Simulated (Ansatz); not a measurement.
Relaxation of C₃H₇AlF₂S (14 atoms, charge 0, multiplicity 1), to a largest force component of 0.015 eV/Å in at most 40 steps.

The calculation used RKS B3LYP-D4/6-31G (Ansatz 0.2.0).

```xyz
14
Properties=species:S:1:pos:R:3
C 0.087 -2.018 0.043
C 1.087 -0.876 -0.034
F 2.155 -1.325 -0.756
Al 0.457 0.783 -0.933
C -1.078 1.846 -0.121
F -0.642 3.166 0.081
S -1.555 1.149 1.498
H -0.802 -1.620 0.612
H 0.473 -2.853 0.567
H -0.288 -2.253 -0.968
H 1.402 -0.603 1.016
H 1.054 1.266 -2.286
H -2.000 1.883 -0.806
H -0.364 1.425 2.116
```

Where does it end, and by what steps?

The forces met the threshold. Limits of this set-up: no polarisation functions. After 25 steps the energy has fallen by 1.018 eV; H14 moved furthest, 1.48 Å. Parted: C5–F6. Joined: Al4–F6.

```json
{"step": "0", "energy less start (eV)": "0.0000", "largest force component (eV/Å)": "3.165", "accepted": "yes"}
{"step": "1", "energy less start (eV)": "-0.4296", "largest force component (eV/Å)": "1.225", "accepted": "yes"}
{"step": "2", "energy less start (eV)": "-0.5131", "largest force component (eV/Å)": "0.420", "accepted": "yes"}
{"step": "3", "energy less start (eV)": "-0.5291", "largest force component (eV/Å)": "0.262", "accepted": "yes"}
{"step": "4", "energy less start (eV)": "-0.5359", "largest force component (eV/Å)": "0.125", "accepted": "yes"}
{"step": "5", "energy less start (eV)": "-0.5400", "largest force component (eV/Å)": "0.109", "accepted": "yes"}
{"step": "6", "energy less start (eV)": "-0.5441", "largest force component (eV/Å)": "0.313", "accepted": "yes"}
{"step": "7", "energy less start (eV)": "-0.5516", "largest force component (eV/Å)": "0.202", "accepted": "yes"}
{"step": "8", "energy less start (eV)": "-0.5636", "largest force component (eV/Å)": "0.191", "accepted": "yes"}
{"step": "9", "energy less start (eV)": "-0.5729", "largest force component (eV/Å)": "0.419", "accepted": "yes"}
{"step": "10", "energy less start (eV)": "-0.5913", "largest force component (eV/Å)": "0.322", "accepted": "yes"}
{"step": "11", "energy less start (eV)": "-0.6360", "largest force component (eV/Å)": "0.618", "accepted": "yes"}
{"step": "12", "energy less start (eV)": "-0.7069", "largest force component (eV/Å)": "0.914", "accepted": "yes"}
{"step": "13", "energy less start (eV)": "-0.8275", "largest force component (eV/Å)": "1.297", "accepted": "yes"}
{"step": "14", "energy less start (eV)": "-0.8981", "largest force component (eV/Å)": "1.137", "accepted": "yes"}
{"step": "15", "energy less start (eV)": "-0.9446", "largest force component (eV/Å)": "0.690", "accepted": "yes"}
{"step": "16", "energy less start (eV)": "-0.9756", "largest force component (eV/Å)": "0.518", "accepted": "yes"}
{"step": "17", "energy less start (eV)": "-0.9977", "largest force component (eV/Å)": "0.401", "accepted": "yes"}
{"step": "18", "energy less start (eV)": "-1.0065", "largest force component (eV/Å)": "0.333", "accepted": "yes"}
{"step": "19", "energy less start (eV)": "-1.0108", "largest force component (eV/Å)": "0.245", "accepted": "yes"}
{"step": "20", "energy less start (eV)": "-1.0151", "largest force component (eV/Å)": "0.054", "accepted": "yes"}
{"step": "21", "energy less start (eV)": "-1.0159", "largest force component (eV/Å)": "0.048", "accepted": "yes"}
{"step": "22", "energy less start (eV)": "-1.0167", "largest force component (eV/Å)": "0.046", "accepted": "yes"}
{"step": "23", "energy less start (eV)": "-1.0176", "largest force component (eV/Å)": "0.027", "accepted": "yes"}
{"step": "24", "energy less start (eV)": "-1.0177", "largest force component (eV/Å)": "0.022", "accepted": "yes"}
{"step": "25", "energy less start (eV)": "-1.0179", "largest force component (eV/Å)": "0.008", "accepted": "yes"}
```

```xyz
14
Properties=species:S:1:pos:R:3
C 0.182 -1.847 0.145
C 1.100 -0.632 0.060
F 2.304 -1.064 -0.688
Al 0.374 0.922 -0.981
C -1.327 1.670 -0.115
F 0.614 2.528 -0.175
S -1.903 1.463 1.519
H -0.688 -1.633 0.782
H 0.710 -2.707 0.576
H -0.190 -2.145 -0.841
H 1.467 -0.367 1.061
H 0.393 0.948 -2.575
H -1.799 2.552 -0.557
H -1.250 0.282 1.817
```

Time of the run: 110 s on 1 thread of Intel(R) Xeon(R) 6975P-C (Granite Rapids), on a shared host, peak memory 0.24 GiB.
